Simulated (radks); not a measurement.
Question: The hydrogen anion H-, [He], held by a Watson sphere: a shell of charge +1 at radius R that stands for the Madelung well of a crystal (potential energy -1/R inside, -1/r outside, in hartree with lengths in bohr). Calculated with a radial shooting solver on a logarithmic mesh with Libxc functionals: non-relativistic Kohn-Sham, PBE, spin-polarised, spherical densities, point nucleus. Response by self-consistent Sternheimer equations with the Hartree and adiabatic LDA kernel. The sphere does not respond.

R (bohr)  e(1s) (eV)  <r> 1s (bohr)  sum of <r^2> (bohr^2)  X-ray form factor at sin(theta)/lambda = 0.1 1/angstrom  alpha (bohr^3)
1.54          -8.016          1.633                  7.074                                                    1.565           10.42
1.57          -7.929          1.645                  7.177                                                    1.559           10.71
2.05          -6.733          1.816                  8.793                                                    1.481           15.97
2.72          -5.503          2.008                  10.92                                                    1.389           25.07
3.24          -4.774          2.128                  12.44                                                    1.333           33.49

Estimate the row for R = 2.93 bohr.

Answer: e(1s) (eV) -5.190; <r> 1s (bohr) 2.060; sum of <r^2> (bohr^2) 11.55; X-ray form factor at sin(theta)/lambda = 0.1 1/angstrom 1.365; alpha (bohr^3) 28.33.
